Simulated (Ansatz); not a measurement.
Two structures of Si2H7ClOF2, closed shell, reached by relaxing down either side of one saddle point (PBE0-D4/def2-TZVP). Energies are electronic, without zero-point energy. Computed with Ansatz 0.2.0 (basis: def2-TZVPP and def2-QZVPP); correlated methods freeze the cores. Extrapolation: Hartree–Fock as exp(−7.88 √X), correlation as X^−2.97. First:

Si1  (-0.749, 0.737, -1.207)
Si2  (0.989, -0.806, -1.530)
F3  (-1.760, 0.645, -2.439)
F4  (-1.633, 0.295, 0.070)
H5  (-0.416, 2.165, -1.033)
H6  (0.619, 0.565, 2.030)
Cl7  (1.567, 1.139, 1.296)
H8  (-0.611, -1.059, 2.967)
O9  (-0.712, -0.138, 2.714)
H10  (1.093, -1.704, -0.353)
H11  (0.670, -1.622, -2.733)
H12  (2.269, -0.090, -1.751)
H13  (-1.326, -0.125, 1.968)
(Å)

Second:

| atom | x (Å) | y (Å) | z (Å) |
| --- | --- | --- | --- |
| Si1 | -0.9889 | 1.9352 | -0.4380 |
| Si2 | 1.4847 | -1.7583 | -0.8254 |
| F3 | -1.0129 | 0.4348 | -0.9335 |
| F4 | -2.2788 | 2.2598 | 0.4000 |
| H5 | -0.9794 | 2.7964 | -1.6252 |
| H6 | -0.8053 | -0.8690 | 1.4826 |
| Cl7 | 0.6829 | 2.2815 | 0.6512 |
| H8 | 1.0111 | -1.5692 | 0.5718 |
| O9 | -1.2730 | -0.1261 | 1.8739 |
| H10 | 2.6046 | -2.7333 | -0.8108 |
| H11 | 0.3741 | -2.2843 | -1.6546 |
| H12 | 1.9598 | -0.4596 | -1.3595 |
| H13 | -0.7788 | 0.0919 | 2.6674 |

Question: Which bonds change from the first to the second?

Answer: Si₂H₄F₂ ([F][SiH]([F])[SiH3]) + HCl + H₂O → SiHClF₂ ([F][SiH]([F])[Cl]) + SiH₄ + H₂O; bonds formed: Si1–Cl7, Si2–H8, H6–O9; bonds broken: Si1–Si2, H6–Cl7, H8–O9.

Question: Give the saddle point's structure and its height above each. (To be estimated.)

Answer: The calculation gives: 40.35 kcal/mol above the first and 61.45 kcal/mol above the second (CCSD(T) at an estimated basis limit (MP2 extrapolated from triple and quadruple zeta, plus CCSD(T) − MP2 in triple zeta)).
```xyz
13
angstrom
Si -0.4935 1.0405 -0.6022
Si 0.8938 -1.0179 -0.8544
F -1.2921 0.3139 -1.8297
F -1.7509 1.1906 0.3993
H -0.0784 2.2483 -1.3269
H 0.0910 0.0986 2.0372
Cl 0.9758 1.6570 1.0811
H -0.2101 -0.6475 0.6253
O -0.4597 -0.7140 1.8302
H 1.9163 -1.4579 0.1284
H 0.2402 -2.1645 -1.5268
H 1.5477 -0.1333 -1.8596
H -1.3802 -0.4138 1.8979
```

The T1 diagnostic stays at or below 0.013.

Labels in which every atom is bracketed show which atoms are joined, not bond orders.

For scale, one of the runs: CCSD(T)/def2-TZVPP, 317 basis functions, launched by `ansatz run in.yaml --threads 4 --pin off --events-out ev --progress --plain --max-ram 66560MiB --backend cuda --devices 0, --max-vram 37GiB`. Hardware: 4 CPU threads of an AMD EPYC 7R13 and a share of one NVIDIA H100, shared host. Wall time 6.5 s; peak host memory 0.83 GiB.
